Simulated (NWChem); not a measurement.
System: C2H6FNSi, singlet; SMILES CN(C)[Si]F

Here is an NWChem input.

```
start job
memory heap 200 mb stack 900 mb global 1100 mb
geometry units angstroms noautosym nocenter noautoz
  Si    -0.819533     0.904154     0.000000
  F      0.499451     1.927524     0.000000
  N      0.024538    -0.628399     0.000000
  C     -0.751336    -1.856904     0.000000
  C      1.465647    -0.816572     0.000000
  H     -0.534031    -2.478794    -0.898348
  H     -0.534031    -2.478794     0.898348
  H     -1.837267    -1.623092     0.000000
  H      1.796772    -1.387540     0.897375
  H      1.796772    -1.387540    -0.897375
  H      1.968013     0.168572     0.000000
end
basis spherical
  * library 6-31g*
end
dft
  xc b3lyp
  iterations 150
end
cosmo
  do_cosmo_smd true
  solvent ethanol
end
task dft energy
```

Output (shortened):

```
             Northwest Computational Chemistry Package (NWChem) 7.3.0
             --------------------------------------------------------

                             Geometry "geometry" -> ""
                             -------------------------

 Output coordinates in angstroms (scale by  1.889725989 to convert to a.u.)

  No.       Tag          Charge          X              Y              Z
 ---- ---------------- ---------- -------------- -------------- --------------
    1 Si                  14.0000    -0.81953300     0.90415400     0.00000000
    2 F                    9.0000     0.49945100     1.92752400     0.00000000
    3 N                    7.0000     0.02453800    -0.62839900     0.00000000
    4 C                    6.0000    -0.75133600    -1.85690400     0.00000000
    5 C                    6.0000     1.46564700    -0.81657200     0.00000000
    6 H                    1.0000    -0.53403100    -2.47879400    -0.89834800
    7 H                    1.0000    -0.53403100    -2.47879400     0.89834800
    8 H                    1.0000    -1.83726700    -1.62309200     0.00000000
    9 H                    1.0000     1.79677200    -1.38754000     0.89737500
   10 H                    1.0000     1.79677200    -1.38754000    -0.89737500
   11 H                    1.0000     1.96801300     0.16857200     0.00000000

 Effective nuclear repulsion energy (a.u.)     228.1930501076

                                 NWChem DFT Module
                                 -----------------

 Summary of "ao basis" -> "ao basis" (spherical)
 ------------------------------------------------------------------------------
       Tag                 Description            Shells   Functions and Types
 ---------------- ------------------------------  ------  ---------------------
 Si                          6-31g*                  8       18   4s3p1d
 F                           6-31g*                  6       14   3s2p1d
 N                           6-31g*                  6       14   3s2p1d
 C                           6-31g*                  6       14   3s2p1d
 H                           6-31g*                  2        2   2s

 in cosmo_initialize ...
 calling solv_data for solv:ethanol

 solvent parameters
 solvname_short: ethanol
 solvname_long:  ethanol
 dielec:       24.8520
 dielecinf:     1.8526
 nonaqueous SMD model solvent descriptors
 dielec:       24.8520
 sola:          0.3700
 solb:          0.4800
 solc:          0.0000
 solg:         31.6200
 solh:          0.0000
 soln:          1.3611

          ---------------
          -cosmo- solvent
          ---------------
 Cosmo: York-Karplus, doi: 10.1021/jp992097l
 dielectric constant -eps-     =  24.85
 screen = (eps-1)/(eps    )    =   0.95976
 surface charge correction     = lagrangian

   van der Waals surface
 --------------------------

[...]

                                COSMO-SMD solvation results
                                ---------------------------

             internal energy in gas <Psi(g)|H|Psi(g)> =      -523.955896823419
         internal energy in solvent <Psi(s)|H|Psi(s)> =      -523.955028671258
                               delta internal energy  =         0.000868152161 (    0.54 kcal/mol)
   total free energy in solvent <Psi(s)|H+V/2|Psi(s)> =      -523.960679373184
 polarization energy contribution <Psi(s)|V/2|Psi(s)> =        -0.005650701927 (   -3.55 kcal/mol)
    total free energy in solvent including G(SMD-CDS) =      -523.961340312634
                       G(SMD-CDS) energy contribution =        -0.000660939450 (   -0.41 kcal/mol)
     1 M fixed-concentration free energy of solvation =        -0.005443489215 (   -3.42 kcal/mol)

                       DFT Final Molecular Orbital Analysis
                       ------------------------------------

 Vector   22  Occ=2.000000D+00  E=-3.673105D-01
              MO Center=  9.9D-01, -5.0D-01, -5.6D-09, r^2= 2.9D+00
   Bfn.  Coefficient  Atom+Function         Bfn.  Coefficient  Atom+Function
  ----- ------------  ---------------      ----- ------------  ---------------
    64      0.362584   5 C  py               85      0.253574  11 H  s
    49      0.200968   4 C  px               86      0.189124  11 H  s
    68      0.181695   5 C  py               21     -0.177201   2 F  px
    36     -0.174228   3 N  py               63      0.133696   5 C  px
    25     -0.123166   2 F  px               35     -0.111153   3 N  px

 Vector   23  Occ=2.000000D+00  E=-2.560847D-01
              MO Center= -1.0D+00,  8.8D-01, -1.9D-08, r^2= 2.5D+00
   Bfn.  Coefficient  Atom+Function         Bfn.  Coefficient  Atom+Function
  ----- ------------  ---------------      ----- ------------  ---------------
    10      0.476047   1 Si s                 6      0.394926   1 Si s
     7     -0.353370   1 Si px               38     -0.219722   3 N  s
    21      0.218310   2 F  px               36     -0.204390   3 N  py
     2     -0.194375   1 Si s                25      0.173087   2 F  px
    11     -0.145999   1 Si px                3      0.141788   1 Si px

 Vector   24  Occ=2.000000D+00  E=-2.445429D-01
              MO Center=  5.5D-02, -6.9D-01,  1.4D-08, r^2= 2.5D+00
   Bfn.  Coefficient  Atom+Function         Bfn.  Coefficient  Atom+Function
  ----- ------------  ---------------      ----- ------------  ---------------
    37      0.487471   3 N  pz               41      0.418073   3 N  pz
     9      0.225208   1 Si pz               76      0.163570   6 H  s
    78     -0.163570   7 H  s                82     -0.150405   9 H  s
    84      0.150405  10 H  s                51     -0.126551   4 C  pz
    65     -0.122115   5 C  pz               23     -0.118801   2 F  pz

 Vector   25  Occ=0.000000D+00  E=-4.656621D-02
              MO Center= -7.2D-01,  7.3D-01,  3.3D-08, r^2= 3.3D+00
   Bfn.  Coefficient  Atom+Function         Bfn.  Coefficient  Atom+Function
  ----- ------------  ---------------      ----- ------------  ---------------
    13      0.581869   1 Si pz                9      0.529785   1 Si pz
    41     -0.307271   3 N  pz               37     -0.280430   3 N  pz
     5     -0.193341   1 Si pz               23     -0.180580   2 F  pz
    27     -0.173739   2 F  pz               82      0.119073   9 H  s
    84     -0.119073  10 H  s                76     -0.080574   6 H  s

 Vector   26  Occ=0.000000D+00  E= 2.382247D-02
              MO Center= -9.8D-01,  9.0D-01, -1.4D-08, r^2= 4.2D+00
   Bfn.  Coefficient  Atom+Function         Bfn.  Coefficient  Atom+Function
  ----- ------------  ---------------      ----- ------------  ---------------
    12      0.834033   1 Si py               52      0.517228   4 C  s
    24     -0.409800   2 F  s                38      0.381464   3 N  s
    11      0.349279   1 Si px                8      0.345962   1 Si py
    80     -0.209378   8 H  s                66     -0.188626   5 C  s
     7      0.168515   1 Si px               53     -0.161097   4 C  px

 Vector   27  Occ=0.000000D+00  E= 7.557239D-02
              MO Center= -1.8D-01,  4.5D-01, -9.6D-10, r^2= 5.3D+00
   Bfn.  Coefficient  Atom+Function         Bfn.  Coefficient  Atom+Function
  ----- ------------  ---------------      ----- ------------  ---------------
    11      0.927438   1 Si px               10      0.878690   1 Si s
    38     -0.833485   3 N  s                66     -0.699959   5 C  s
    12     -0.558948   1 Si py               52     -0.410289   4 C  s
    24     -0.365539   2 F  s                82      0.309526   9 H  s
    84      0.309526  10 H  s                40     -0.285262   3 N  py

     Multipole analysis of the density
     ---------------------------------

     L   x y z        total         alpha         beta         nuclear
     -   - - -        -----         -----         ----         -------
     0   0 0 0     -0.000000    -24.000000    -24.000000     48.000000

     1   1 0 0      0.163797     -0.046090     -0.046090      0.255977
     1   0 1 0     -1.277552     -0.996912     -0.996912      0.716272
     1   0 0 1     -0.000000     -0.000000     -0.000000      0.000000

     2   2 0 0    -27.956057    -89.334094    -89.334094    150.712132
     2   1 1 0      0.015469     -0.613381     -0.613381      1.242230
     2   1 0 1     -0.000000     -0.000000     -0.000000      0.000000
     2   0 2 0    -28.576937   -177.019673   -177.019673    325.462410
     2   0 1 1     -0.000000     -0.000000     -0.000000      0.000000
     2   0 0 2    -26.858734    -19.187034    -19.187034     11.515333
```

Level: B3LYP/6-31G* (spherical d), SMD on the gas-phase geometry. Low-valent species are run as closed-shell singlets; no triplet was tried in these runs. All runs use the structure optimised with PBE-D3(BJ)/def2-SVP. Solvent: ethanol.
